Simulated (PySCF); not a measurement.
Atoms are numbered as in `[CH3:1][Si@@H:2]([C:3]#[N:4])[NH:5][SiH3:6]` (H(Xn): hydrogen on atom n).

GIAO PBE0/pcSseg-1 shifts (PySCF 2.14.0 with density-fitted response routines, gas phase, non-relativistic, equivalent atoms averaged), each against references optimised in the same way as the molecule (TMS, NH3).

On the GFN2-xTB geometry: C3 126.0, C1 -1.6, Si2 -41.5, Si6 -55.9, N4 358.5, N5 3.0, H(Si2) 5.04, H(Si6) 4.85, H(C1) 0.46, H(N5) -0.19 ppm.

Problem. What changes on the PBE0-D3(BJ)/def2-SVP geometry?

Solution. 
| atoms | δ (ppm) | change |
| --- | --- | --- |
| C3 | 128.2 | +2.2 |
| C1 | -0.6 | +1.0 |
| Si2 | -38.3 | +3.2 |
| Si6 | -50.6 | +5.3 |
| N4 | 361.9 | +3.4 |
| N5 | 6.2 | +3.2 |
| H(Si2) | 4.63 | -0.41 |
| H(Si6) | 4.73 | -0.12 |
| H(C1) | 0.44 | -0.02 |
| H(N5) | -0.12 | +0.07 |

Part of each change is the reference's own: σ(TMS, C) goes from 186.9 to 184.4 ppm, σ(TMS, Si) goes from 349.2 to 352.0 ppm, σ(NH3, N) goes from 267.7 to 265.7 ppm, σ(TMS, H) goes from 31.72 to 31.27 ppm.

Bonds between heavy atoms that differ most (equivalent bonds averaged): C1–Si2 1.893 → 1.862 Å, C3–N4 1.146 → 1.160 Å, N5–Si6 1.740 → 1.751 Å, Si2–C3 1.874 → 1.876 Å. Mean change of bonds to hydrogen: C–H +0.015 Å, Si–H +0.028 Å, N–H +0.010 Å. The two structures also differ in conformation, which adds to the changes.
